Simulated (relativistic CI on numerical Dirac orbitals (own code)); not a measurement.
# W18+: computed level list

These numbers are calculated, not measured: Dirac-Coulomb-Breit CI, orbitals from a KLI potential per configuration, model QED, unscaled Slater integrals (own radial code, finite nucleus).

Configurations in the expansion (outside the closed core [Ar] 3d10): 4s2.4p6.4d10.4f10, 4s2.4p6.4d10.4f9.5s, 4s2.4p6.4d10.4f8.5s2, 4s2.4p6.4d10.4f8.5s.5p, 4s2.4p6.4d10.4f9.5p, 4s2.4p6.4d9.4f11, 4s2.4p6.4d8.4f12, 4s2.4p6.4d10.4f9.6s, 4s2.4p6.4d10.4f9.5f, 4s2.4p5.4d10.4f11, 4s2.4p6.4d10.4f9.7s, 4s2.4p4.4d10.4f12, 4p6.4d10.4f12. Levels of other configurations are missing.

The lowest level is 4s2.4p6.4d10.4f10 5I_8, with 88 % of that term; Hund's rules for 4s2.4p6.4d10.4f10 give 5I with J = 8, in agreement.

```csv
No.,Configuration,Term,J,E (cm⁻¹),%,Next component (%),Landé g,Lifetime (s)
1,4s2.4p6.4d10.4f10,5I,8,0.0,88,12 3K,1.232,
2,4s2.4p6.4d10.4f10,5I,7,14916.1,94,5 3K,1.168,7.00e-03
3,4s2.4p6.4d10.4f10,5I,6,23420.7,85,11 3H,1.079,2.49e-02
4,4s2.4p6.4d10.4f10,5I,5,27123.4,38,22 3G,1.092,5.25e-01
5,4s2.4p6.4d10.4f10,5I,5,33007.5,42,41 5F,1.147,2.55e-02
6,4s2.4p6.4d10.4f10,5I,4,34361.1,73,21 3H,0.665,7.28e-02
7,4s2.4p6.4d10.4f10,5S,2,35037.5,26,24 3P,1.400,
8,4s2.4p6.4d10.4f10,5F,4,40252.8,81,15 3F,1.321,4.09e-02
9,4s2.4p6.4d10.4f10,3K,8,41549.7,61,13 1L,1.101,3.34e-03
10,4s2.4p6.4d10.4f10,5S,2,45170.1,49,23 5F,1.517,3.96e-02
11,4s2.4p6.4d10.4f10,5G,6,45745.9,60,30 3H,1.255,5.02e-03
12,4s2.4p6.4d10.4f10,5F,3,45996.4,78,12 3D,1.243,3.93e-02
13,4s2.4p6.4d10.4f10,5F,1,48356.2,57,36 3D,0.278,1.66e-02
14,4s2.4p6.4d10.4f10,5F,5,50040.0,33,30 3G,1.244,7.11e-03
15,4s2.4p6.4d10.4f10,3G,4,52187.3,39,35 5G,1.112,1.03e-02
16,4s2.4p6.4d10.4f10,3K,7,54549.9,76,12 3L,1.014,4.49e-03
17,4s2.4p6.4d10.4f10,3H,6,57645.2,58,33 5G,1.208,2.77e-03
18,4s2.4p6.4d10.4f10,3L,9,57992.0,88,12 3M,1.097,3.25e-02
19,4s2.4p6.4d10.4f10,3F,4,59085.6,35,21 1G,1.081,4.51e-03
20,4s2.4p6.4d10.4f10,5F,2,59674.8,36,26 3F,0.895,8.22e-03
21,4s2.4p6.4d10.4f10,5G,5,60798.5,62,21 3H,1.173,3.26e-03
22,4s2.4p6.4d10.4f10,5G,3,61768.9,43,25 3F,1.046,1.22e-02
23,4s2.4p6.4d10.4f10,3K,6,64245.1,81,9 1I,0.889,1.19e-02
24,4s2.4p6.4d10.4f10,3F,2,65566.2,23,22 5F,0.922,5.61e-03
25,4s2.4p6.4d10.4f10,3D,3,69428.6,54,23 5G,1.184,4.11e-03
26,4s2.4p6.4d10.4f10,3M,10,69935.5,96,4 1N,1.094,2.16e-01
27,4s2.4p6.4d10.4f10,3P,1,70051.1,66,25 5F,1.033,3.88e-03
28,4s2.4p6.4d10.4f10,3F,3,72411.0,52,36 3G,1.000,6.87e-03
29,4s2.4p6.4d10.4f10,3L,8,73225.0,57,20 3K,1.012,3.39e-03
30,4s2.4p6.4d10.4f10,3P,0,73881.1,96,3 5D,,1.97e-02
```

Energies count from the lowest computed level; lifetimes are radiative, by E1, M1, E2, M2 decay to levels of this space only; some are left blank where a channel outside the calculation adds to the decay or the decay crosses a small, uncertain gap.

The mean weight of the leading LS term, summed over parents, in these 30 levels is 61 %, and that of the leading jj configuration (from the same eigenvectors) 61 %.

At this charge transitions that keep the count of f electrons are usually good to a few per cent. Terms inside the open d or f shell come out 10 to 20 % too wide with unscaled integrals. Levels that differ in their count of f electrons can be misplaced by several ten thousand cm⁻¹, since the correlation energy of f electrons is missing or only estimated; rates across such gaps can be off by orders of magnitude.

LS names give the leading component of a level, which can be under half, so a name can repeat, a term be missing and a line seem to break the LS rules.
